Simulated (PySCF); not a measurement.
Two species compared at the same levels of theory.

First species: 4'-chloroacetophenone, C₈H₇ClO.
InChI=1S/C8H7ClO/c1-6(10)7-2-4-8(9)5-3-7/h2-5H,1H3

Second species: C6H12ClNSi.
InChI=1S/C6H12ClNSi/c1-3-9(4-2,5-7)6-8/h3-5H2,1-2H3

Levels: PBE0/pcSseg-1 for dipole moment, HOMO energy, LUMO energy and HOMO–LUMO gap; GFN2-xTB for rotational constant A and rotational constant C. Geometries: GFN2-xTB. All species are isolated and taken at one optimised geometry, non-relativistic unless stated. Electronic properties by PySCF.

Dipoles, sizes and rotational constants follow the conformer. The torsions of the flexible species, by atom-mapped SMILES:
- `[CH3:1][C:2](=[O:3])[c:4]1[cH:5][cH:6][c:7]([Cl:8])[cH:9][cH:10]1`: C1–C2–C4–C5 -179°
- `[CH3:1][CH2:2][Si:3]([C:4]#[N:5])([CH2:6][CH3:7])[CH2:8][Cl:9]`: C1–C2–Si3–C4 62°, C2–Si3–C6–C7 -59°, C2–Si3–C8–Cl9 -61°

Task: Which has the higher HOMO energy?

Result: The first: -7.52 eV against -8.31 eV, a difference of 0.79 eV.

Task: Which has the higher LUMO energy?

Result: The second: -0.50 eV against -1.90 eV, a difference of 1.40 eV.

Task: Which has the higher rotational constant A?

Result: The first: 3.711 GHz against 1.184 GHz, a difference of 2.527 GHz.

Task: Which has the higher rotational constant C?

Result: The second: 0.683 GHz against 0.489 GHz, a difference of 0.194 GHz.

Task: Which of the two has the higher HOMO–LUMO gap, and by how much?

Result: The second: 7.81 eV against 5.62 eV, a difference of 2.19 eV.

On the first: The dipole matches unit charges of opposite sign 0.50 Å apart (1 e·Å = 4.8032 D).

On the second: The dipole matches unit charges of opposite sign 0.51 Å apart (1 e·Å = 4.8032 D).
